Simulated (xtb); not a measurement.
xtb input (GFN2-xTB):

```bash
xtb mol.xyz --gfn 2 --sp --chrg 1 --uhf 0
```
mol.xyz:
```
3

In     0.00000000     0.00000000     0.00000000
H     -0.00000000    -0.00000000    -1.67028748
H      0.00000000     0.00000000     1.67028748
```

End of the output:

```
         :::::::::::::::::::::::::::::::::::::::::::::::::::::
         ::                     SUMMARY                     ::
         :::::::::::::::::::::::::::::::::::::::::::::::::::::
         :: total energy              -1.719949922289 Eh    ::
         :: gradient norm              0.015624719100 Eh/a0 ::
         :: HOMO-LUMO gap              2.988045448423 eV    ::
         ::.................................................::
         :: SCC energy                -1.729583691440 Eh    ::
         :: -> isotropic ES            0.134687982512 Eh    ::
         :: -> anisotropic ES         -0.009091574946 Eh    ::
         :: -> anisotropic XC          0.000349592256 Eh    ::
         :: -> dispersion             -0.000318621685 Eh    ::
         :: repulsion energy           0.009633769150 Eh    ::
         :: add. restraining           0.000000000000 Eh    ::
         :: total charge               1.000000000000 e     ::
         :::::::::::::::::::::::::::::::::::::::::::::::::::::

           -------------------------------------------------
          |                Property Printout                |
           -------------------------------------------------

    * Orbital Energies and Occupations

         #    Occupation            Energy/Eh            Energy/eV
      -------------------------------------------------------------
         1        2.0000           -0.8322169             -22.6458
         2        2.0000           -0.6621068             -18.0168 (HOMO)
         3                         -0.5522981             -15.0288 (LUMO)
         4                         -0.4159774             -11.3193
         5                         -0.4159774             -11.3193
         6                         -0.3236902              -8.8081
         7                         -0.3236902              -8.8081
         8                         -0.3013094              -8.1990
         9                         -0.3013094              -8.1990
        10                          0.2151893               5.8556
        11                          0.3898738              10.6090
      -------------------------------------------------------------
                  HL-Gap            0.1098086 Eh            2.9880 eV
             Fermi-level           -0.6072024 Eh          -16.5228 eV

     #   Z          covCN         q      C6AA      α(0)
     1  49 In       1.821     0.663   343.285    41.251
     2   1 H        0.911     0.168     1.275     1.767
     3   1 H        0.911     0.168     1.275     1.767

 Mol. C6AA /au·bohr⁶  :        429.021843
 Mol. C8AA /au·bohr⁸  :      54234.443519
 Mol. α(0) /au        :         44.784735

Wiberg/Mayer (AO) data.
largest (>0.10) Wiberg bond orders for each atom

 ---------------------------------------------------------------------------
     #   Z sym  total        # sym  WBO       # sym  WBO       # sym  WBO
 ---------------------------------------------------------------------------
Note: The following floating-point exceptions are signalling: IEEE_DENORMAL
normal termination of xtb
     1  49 In   1.248 --     3 H    0.624     2 H    0.624
     2   1 H    0.972 --     1 In   0.624     3 H    0.348
     3   1 H    0.972 --     1 In   0.624     2 H    0.348
 ---------------------------------------------------------------------------

Topologies differ in total number of bonds
Writing topology from bond orders to xtbtopo.mol

molecular dipole:
                 x           y           z       tot (Debye)
 q only:        0.000       0.000      -0.000
   full:       -0.000      -0.000      -0.000       0.000
molecular quadrupole (traceless):
                xx          xy          yy          xz          yz          zz
 q only:       -1.677       0.000      -1.677       0.000       0.000       3.355
  q+dip:       -2.305       0.000      -2.305      -0.000      -0.000       4.611
   full:        0.100       0.000       0.100      -0.000      -0.000      -0.201

           -------------------------------------------------
          | TOTAL ENERGY               -1.719949922289 Eh   |
          | GRADIENT NORM               0.015624719100 Eh/α |
          | HOMO-LUMO GAP               2.988045448423 eV   |
           -------------------------------------------------

------------------------------------------------------------------------
------------------------------------------------------------------------
 total:
 SCF:
```
